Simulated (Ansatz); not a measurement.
MgSi3, relaxed as a singlet with RKS r2SCAN-D4/def2-TZVP in Ansatz, starting from the GFN2-xTB geometry. Force threshold 0.02 eV/Å.

The restricted singlet is unstable towards broken spin symmetry in Hartree–Fock (as tested in another run); at r2SCAN-D4/def2-TZVP this wasn't settled. Another isomer (singlet) lies 1.36 eV lower at PBE0-D4/def2-TZVP; other spin states weren't run for this one.

Start:

```xyz
4

Mg    0.5219    0.9067   -1.1440
Si    1.8697   -0.9269    0.5368
Si   -0.3125   -0.5442    0.6853
Si   -2.0792    0.5644   -0.0780
```

```csv
step,energy (eV),largest force component (eV/Å),SCF passes
1,-29071.4984,0.609,20
2,-29071.5495,0.190,23
3,-29071.5527,0.045,23
4 (rejected),-29071.5524,0.057,23
5,-29071.5529,0.000,15
6,-29071.5530,0.007,19
7,-29071.5530,0.004,14
8,-29071.5530,0.005,15
9,-29071.5540,0.045,20
10,-29071.5551,0.017,20
```

Force components are those of the run's own axes.

End:

```csv
atom,x (Å),y (Å),z (Å)
Mg1,0.480,0.812,-1.115
Si2,1.894,-0.816,0.551
Si3,-0.347,-0.661,0.623
Si4,-2.028,0.665,-0.060
```

By distances, no bond broke or formed. The bond that changes most is Mg1–Si4, from 2.83 to 2.72 Å (atoms count from 1).

The force fell under the threshold at step 5, but the optimiser went on and released 0.002 eV more. No frequencies were taken in this run, so the end may be a saddle point.

Hardware: 4 threads of Arm Neoverse V1 on a shared host. Wall time 19 s.
